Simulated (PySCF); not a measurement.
Polarisability and C₆ of Tc (technetium, neutral)

[Kr] 4d5 5s2, high-spin 6S determinant. Computed with PySCF 2.14 in x2c-TZVPPall with one added diffuse shell each of s, p, d, f type (9s7p7d3f1g, 95 functions), with scalar relativity by spin-free X2C-1e. Coupled (time-dependent) response in atomic units; α is the mean over directions.

```csv
method,mean α (bohr³),C₆ (like pair),S(−4)
CAM-B3LYP,81.17,925.4,3227
```

S(−4) is the Cauchy moment in α(ω) = α(0) + S(−4) ω² + …

Reference α: 79 ± 10 bohr³ (recommended; Schwerdtfeger and Nagle, table of static dipole polarizabilities (2023 update)). Published C₆: 939.0 (Gould and Bucko (2016)).

α(iu) at CAM-B3LYP:

```tsv
u (hartree)	α(iu) (bohr³)
0	81.17
0.0500	74.03
0.100	59.66
0.200	36.29
0.300	23.90
0.500	13.25
0.750	8.147
1.00	5.724
1.50	3.395
2.00	2.273
3.00	1.222
5.00	0.5170
```

A single London oscillator, α(iu) = α/(1 + u²/ω²), gives C₆ = (3/4) ω α². Matching the computed C₆ needs ω = 4 × 925.4 / (3 × 81.17²) = 0.187 hartree.
